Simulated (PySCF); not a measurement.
C₃H₇NSi, SMILES C(N[SiH3])=C=C. Atoms are numbered in the order given.

```xyz
12

C     -0.7745     2.4072     0.0000
C      0.1858     1.5127     0.0000
C      1.1489     0.6112     0.0000
N      0.9587    -0.7757     0.0000
Si    -0.6098    -1.5443     0.0000
H     -1.1945     2.7994    -0.9354
H     -1.1945     2.7994     0.9354
H      2.1914     0.9517     0.0000
H      1.8055    -1.3280     0.0000
H     -1.4037    -1.1749     1.2075
H     -0.3353    -3.0093     0.0000
H     -1.4037    -1.1749    -1.2075
```
Charge 0, spin multiplicity 1.

Geometry optimised at ωB97X-D3(BJ)/def2-SVP. This is a generated structure with no PubChem entry under its InChIKey; it may be hypothetical. Other conformers were not sampled.

All values below come from SMD-PBE0/def2-SVP (PySCF).

Solvation free energies are E(SMD) − E(gas) at the gas-phase geometry, for 1 M in both phases. In vacuum the dipole moment is 1.27 D.

```tsv
solvent	ΔG(solv) (kcal/mol)	its non-electrostatic (CDS) part	dipole (D)
water	0.3	5.0	1.86
acetonitrile	-4.0	0.5	1.84
methanol	-3.4	1.1	1.84
```
